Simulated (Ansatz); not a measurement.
`[CH3][Ge]([OH])([F])[Cl]` and `[CH3][Ge]([OH])([OH])[F]` differ in one atom or group.

Ansatz, PBE0-D4/def2-TZVP geometries, multiplicity 1. Each molecule was computed in one conformer, which needn't be the lowest.

Scalar relativity is left out up to krypton.

| property | `[CH3][Ge]([OH])([F])[Cl]` |
| --- | --- |
| HOMO energy (B3LYP/def2-TZVPP) / eV | -8.95 |
| ideal-gas entropy at 298 K and 1 bar (rigid rotor, harmonic PBE0-D4/def2-TZVP) / J/(mol·K) | 367 |
| HOMO–LUMO gap (PBE0/def2-TZVPP) / eV | 9.12 |
| size of the dipole moment (ωB97M-V/def2-TZVPP) / D | 1.72 |
| HOMO energy (ωB97M-V/def2-TZVPP) / eV | -11.55 |
| zero-point energy (PBE0-D4/def2-TZVP) / kJ/mol | 142.9 |

Give the same properties after the change, and the shifts. (Estimate.)

Computed: 
```tsv
property	`[CH3][Ge]([OH])([OH])[F]`	shift
HOMO energy (B3LYP/def2-TZVPP) / eV	-8.74	0.21
ideal-gas entropy at 298 K and 1 bar (rigid rotor, harmonic PBE0-D4/def2-TZVP) / J/(mol·K)	367	0
HOMO–LUMO gap (PBE0/def2-TZVPP) / eV	9.19	0.07
size of the dipole moment (ωB97M-V/def2-TZVPP) / D	1.08	-0.64
HOMO energy (ωB97M-V/def2-TZVPP) / eV	-11.41	0.14
zero-point energy (PBE0-D4/def2-TZVP) / kJ/mol	174.9	32.0
```

With PBE0 the HOMO rises by 0.23 eV and the LUMO rises by 0.31 eV, so the gap widens by about 0.08 eV. PBE moves the HOMO by 0.35 eV and ωB97M-V by 0.14 eV. The zero-point energy changes by 32.0 kJ/mol with +3 modes. Dipoles are sizes alone; their direction can turn.

B3LYP here is the variant with VWN-RPA as its local correlation; programs differ in this.
